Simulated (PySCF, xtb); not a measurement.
GeHF3, SMILES [F][GeH]([F])[F].

GFN2-xTB in xtb at its own geometry gives an orbital gap of 9.46 eV and a dipole moment of 3.38 D.

The structure is a stationary point at TPSSh-D3(BJ)/def2-SVP.

### Question
What does PySCF with HF/def2-TZVPD give? (The exact figures need the calculation; the answer reports its results.)

### Answer
gap 17.40 eV (levels -15.60 and 1.80 eV), dipole 2.74 D.
